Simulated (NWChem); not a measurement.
System: C₂H₆BeS; SMILES C[S][Be][CH3]

```xyz
10

Be     0.2063    -1.0026    -0.1245
C     -0.2614    -2.6080    -0.0200
H      0.5893    -3.2882    -0.2065
H     -1.0407    -2.8691    -0.7575
H     -0.6584    -2.8655     0.9777
S      0.7772     0.8184    -0.2356
C     -0.7933     1.7220     0.0458
H     -1.5374     1.4979    -0.7302
H     -0.5530     2.7923    -0.0050
H     -1.2139     1.5090     1.0377
```
Atoms are numbered in this order, from 1.

All runs: NWChem. Geometry: optimised at PBE0/def2-SVP. Vzz is the largest principal value of the second derivative of the potential at the nucleus (NWChem prints the opposite sign); η is the asymmetry. Non-relativistic.

For level PBE0/cc-pVTZ:

```
Property         Value
--------------  ------
Vzz Be1 (a.u.)  -0.252
Vzz S6 (a.u.)    2.052
```

Question: Estimate the same quantities for level B3LYP/def2-SVP.

Answer: 
| Item | Result |
|---|---|
| Vzz Be1 (a.u.) | -0.213 |
| Vzz S6 (a.u.) | 2.010 |
